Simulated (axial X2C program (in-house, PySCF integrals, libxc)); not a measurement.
**Correcting the dissociation energy of PdB⁺ for spin–orbit coupling**

A spin-free PBE0 curve (one-electron X2C) was computed with an in-house relativistic program for diatomic molecules, basis Pd dyall-cv3z [12s12p8d5f3g], B dyall-v3z [7s6p2d1f] (cores contracted in-house), for the state M_S = 0, Λ = 0 (closed shell). It gives D0 = 4.790 eV to Pd+ + B, which in a spin-free picture are the weighted means of the ground terms.

Measured levels of the ground terms (NIST Handbook of Basic Atomic Spectroscopic Data), in cm⁻¹: Pd+ 2D: J = 5/2 at 0, J = 3/2 at 3539.2; B 2P: J = 1/2 at 0, J = 3/2 at 15.3.

The molecular state has Λ = 0, so it has no first-order lowering.

Question: How far does each ground level lie under the (2J+1)-weighted mean of its term?

Answer: Pd+: (6 × 0 + 4 × 3539.2)/10 = 1416 cm⁻¹; B: (2 × 0 + 4 × 15.3)/6 = 10 cm⁻¹.

Question: Correct D0.

Answer: D0 = 4.790 + (0 − 1426)/8065.5 = 4.613 eV at PBE0 with these spin–orbit terms.

Second-order spin–orbit effects in the molecule, which grow quickly with Z, are left out. The state is a single determinant with fixed occupations, the lowest that a limited PBE0 search found. De is counted from the lowest determinant-based energies of the atoms at the same level, without counterpoise correction.
